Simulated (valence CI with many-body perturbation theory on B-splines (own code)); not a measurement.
# I XLIX: magnetic and hyperfine properties of the levels

Computed by configuration interaction combined with many-body perturbation theory (CI+MBPT): three valence electrons over a frozen Dirac-Fock core [He], radial functions for each j: 11 s, 11 p, 10 d, 8 f, 5 g, 2 h, with the one-electron correlation potential Σ1 (screened to all orders), the two-electron term Σ2, the three-electron term Σ3, Breit, model QED; selected single and double excitations, second order for the rest, scaled by the run's own slope (own B-spline code, finite nucleus).

No measured spectrum was set against this ion. As an estimate, large intervals hold to a few tenths of a per cent, small ones and those within an open d or f shell to about a per cent.

A/g_I is the dipole constant over the nuclear g factor μ/I (μ in nuclear magnetons, uniformly magnetised nucleus), B/Q the quadrupole constant per barn. Both hold the static response of the core; the bare values leave it out. Large factors of s and p1/2 electrons are usually good to 5 to 10 %; those of open d and f shells near neutrality can be off by tens of per cent, and small factors of p3/2, d and f electrons come from cancelling terms and can be off by a factor of two or in sign, in half-filled shells by more. B is blank for J = 1/2, where it vanishes, and for nearly pure S terms. Energies count from the lowest level.

Levels are named by their leading jj configuration (3d3/2^4 stands for four electrons in 3d with j = 3/2), which in mixed levels can hold well under half, so a name can repeat and another be missing. Letters in brackets count levels of one name in rising energy.

| Level | E (eV) | g | A/g_I (MHz) | A/g_I bare | B/Q (MHz/b) | B/Q bare |
| --- | --- | --- | --- | --- | --- | --- |
| (2s^2 2p1/2) J=1/2 | 0.0 | 0.642 | 1910000 | 1900000 |  |  |
| (2s 2p1/2^2) J=1/2 | 158.8 | 2.186 | 5710000 | 5640000 |  |  |
| (2s^2 2p3/2) J=3/2 | 330.1 | 1.316 | 292000 | 300000 | 556000 | 558000 |
| (2s 2p1/2 2p3/2) J=3/2 [a] | 440.9 | 1.658 | 1490000 | 1490000 | 440000 | 441000 |
| (2s 2p1/2 2p3/2) J=5/2 | 472.0 | 1.355 | 1720000 | 1710000 | 362000 | 363000 |
| (2s 2p1/2 2p3/2) J=3/2 [b] | 521.1 | 0.963 | 18200 | 32600 | 357000 | 357000 |
| (2s 2p1/2 2p3/2) J=1/2 | 521.6 | 1.212 | -1880000 | -1830000 |  |  |
| (2p1/2^2 2p3/2) J=3/2 | 691.5 | 1.362 | 259000 | 275000 | 510000 | 511000 |
| (2s 2p3/2^2) J=5/2 | 789.2 | 1.407 | 1430000 | 1420000 | 193000 | 193000 |
| (2s 2p3/2^2) J=1/2 | 861.3 | 1.879 | 5910000 | 5830000 |  |  |
| (2s 2p3/2^2) J=3/2 | 862.4 | 1.192 | -822000 | -792000 | -133000 | -133000 |
| (2p1/2 2p3/2^2) J=3/2 | 990.7 | 1.437 | -47500 | -26500 | 72200 | 72400 |
| (2p1/2 2p3/2^2) J=5/2 | 1010.1 | 1.181 | 603000 | 611000 | -2330 | -2340 |
| (2p1/2 2p3/2^2) J=1/2 | 1047.6 | 0.642 | 1920000 | 1900000 |  |  |
| (2p3/2^3) J=3/2 | 1352.9 | 1.284 | 286000 | 299000 | -581000 | -582000 |
| (2s^2 3s) J=1/2 | 4969.7 | 1.993 | 1740000 | 1720000 |  |  |
| (2s^2 3p1/2) J=1/2 | 5024.8 | 0.670 | 561000 | 558000 |  |  |
| (2s 2p1/2 3s) J=1/2 [a] | 5077.6 | 2.390 | 3350000 | 3310000 |  |  |
| (2s 2p1/2 3s) J=3/2 | 5092.9 | 1.538 | 2820000 | 2780000 | -55000 | -55200 |
| (2s 2p1/2 3s) J=1/2 [b] | 5115.4 | 0.739 | 2970000 | 2940000 |  |  |
| (2s 2p1/2 3p1/2) J=1/2 [a] | 5124.2 | 0.262 | -370000 | -359000 |  |  |
| (2s^2 3p3/2) J=3/2 | 5126.4 | 1.362 | 439000 | 437000 | 118000 | 118000 |
| (2s 2p1/2 3p1/2) J=3/2 | 5142.4 | 1.108 | 2630000 | 2600000 | -81700 | -81800 |
| (2s^2 3d3/2) J=3/2 | 5166.3 | 0.817 | 201000 | 199000 | 16400 | 16700 |
| (2s 2p1/2 3p1/2) J=1/2 [b] | 5170.5 | 2.003 | 5920000 | 5840000 |  |  |
| (2s^2 3d5/2) J=5/2 | 5192.4 | 1.194 | 38500 | 38300 | 43800 | 44300 |
| (2s 2p1/2 3p3/2) J=3/2 [a] | 5230.1 | 1.406 | 317000 | 316000 | 156000 | 156000 |
| (2s 2p1/2 3p3/2) J=1/2 | 5242.7 | 1.405 | -1510000 | -1490000 |  |  |
| (2s 2p1/2 3p3/2) J=5/2 | 5251.3 | 1.341 | 1590000 | 1570000 | 60200 | 60200 |
| (2s 2p1/2 3p3/2) J=3/2 [b] | 5254.3 | 1.245 | 876000 | 869000 | 108000 | 108000 |
| (2s 2p1/2 3d3/2) J=3/2 [a] | 5262.0 | 0.554 | -526000 | -517000 | 39200 | 39600 |
| (2s 2p1/2 3d3/2) J=5/2 | 5281.8 | 1.037 | 1390000 | 1370000 | -43700 | -43600 |
| (2p1/2^2 3s) J=1/2 | 5291.1 | 1.890 | 751000 | 745000 |  |  |
| (2s 2p1/2 3d3/2) J=1/2 | 5292.2 | 0.434 | -2040000 | -2020000 |  |  |
| (2s 2p1/2 3d3/2) J=3/2 [b] | 5296.3 | 1.232 | 1430000 | 1410000 | 66100 | 66300 |
| (2s 2p1/2 3d5/2) J=5/2 [a] | 5299.4 | 1.336 | 557000 | 549000 | 30800 | 31200 |
| (2s 2p1/2 3d5/2) J=7/2 | 5317.6 | 1.243 | 1130000 | 1110000 | -70000 | -69700 |
| (2s 2p1/2 3d5/2) J=3/2 | 5328.1 | 1.060 | -1290000 | -1270000 | 8610 | 8850 |
| (2s 2p1/2 3d5/2) J=5/2 [b] | 5328.1 | 1.049 | 132000 | 132000 | 110000 | 111000 |
| (2p1/2^2 3p1/2) J=1/2 | 5328.6 | 0.623 | 103000 | 104000 |  |  |

Task: Take the isotope of mass number 127, with I = 5/2, μ = 2.8087 μN and Q = -0.688 b. What is the hyperfine structure of (2s^2 2p3/2) J=3/2?

Result: From the table A = 328000 MHz, B = -383000 MHz. Shifts from the centre of gravity in MHz: F = 1: -1990000, F = 2: -1030000, F = 3: 129000, F = 4: 1130000.
